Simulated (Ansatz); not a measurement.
CH6AlFOSi can be A, `C[SiH](F)[O][AlH2]`, or B, `O[SiH]([AlH2])CF`.

Program: Ansatz. Geometries: PBE0-D4/def2-TZVP. ΔE: electronic, gas phase. CBS: MP2 limit from def2 TZ/QZ plus the TZ coupled-cluster correction, frozen cores. Functionals use def2-TZVPP. B3LYP here is the variant with VWN-RPA as its local correlation; programs differ in this. One conformer a species, not always the lowest.

(1) Which isomer does CCSD(T)/CBS put lower? Give the gap. (Best estimate.)

(2) Give E(B) − E(A) in kcal/mol with r2SCAN-D4, CCSD/def2-TZVPP, MP2/def2-TZVPP, B3LYP, ωB97M-V, B2PLYP, HF/def2-TZVPP. (An estimate is asked.)

Largest T1 diagnostic: 0.012.

Answers

(1) The calculation gave: A, by 111.3 kcal/mol.

(2) The calculation gave: r2SCAN-D4 109.3, CCSD/def2-TZVPP 111.6, MP2/def2-TZVPP 115.7, B3LYP 108.5, ωB97M-V 110.6, B2PLYP 111.7, HF/def2-TZVPP 115.6. None reverses the order clearly.

From PBE to PBE0 (25 % exact exchange), in def2-TZVPP and without D4, E(B) − E(A) moves by +4.2 kcal/mol.
